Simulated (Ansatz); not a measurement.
Reactions of CH4F2SSn, SMILES `F[CH](F)[SnH2][SH]`.

Calculated with Ansatz (gas phase, PBE0-D4/def2-TZVP geometries, no zero-point term in ΔE). CCSD(T)/CBS is the MP2 limit (def2-TZVPP, def2-QZVPP) plus CCSD(T) − MP2 in def2-TZVPP, frozen cores. This one scheme is used for every species. DFT in def2-TZVPP. B3LYP here is the variant with VWN-RPA as its local correlation; programs differ in this. def2 core potentials past Kr. For Br, Sn outer-core shells are correlated without core-valence functions, which leaves a few kJ/mol of doubt a bond. Scalar relativity is left out up to krypton. Each species was taken in one conformer, which may not be the lowest.

| reaction | CCSD(T)/CBS(def2) (kJ/mol) |
| --- | --- |
| `F[CH](F)[SnH2][SH]` + SiH₄ → `[SiH3][SnH2][SH]` + difluoromethane | -76 |
| `F[CH](F)[SnH2][SH]` + `C=C(O)CO` → `O[CH2][SnH2][SH]` + `C=C(O)C(F)F` | -17 |
| `F[CH](F)[SnH2][SH]` + HBr → `FC(F)Br` + `[SH][SnH3]` | 15 |
| `F[CH](F)[SnH2][SH]` + `N[SiH3]` → `FC(F)N[SiH3]` + `[SH][SnH3]` | ? |
| `F[CH](F)[SnH2][SH]` + `OC(O)CF` → `[OH][SnH2][SH]` + `OC(CF)C(F)F` | -103 |
| `F[CH](F)[SnH2][SH]` + H₂ → `[SH][SnH3]` + difluoromethane | ? |
| `F[CH](F)[SnH2][SH]` + `FCCl` → `[SH][SnH2][Cl]` + `FCC(F)F` | -181 |

Fill in the missing values. (An estimate is asked.)

Computed: `F[CH](F)[SnH2][SH]` + `N[SiH3]` → `FC(F)N[SiH3]` + `[SH][SnH3]`: -23.7 kJ/mol; `F[CH](F)[SnH2][SH]` + H₂ → `[SH][SnH3]` + difluoromethane: -63.1 kJ/mol.

Largest T1 diagnostic: 0.013, for `[OH][SnH2][SH]`.
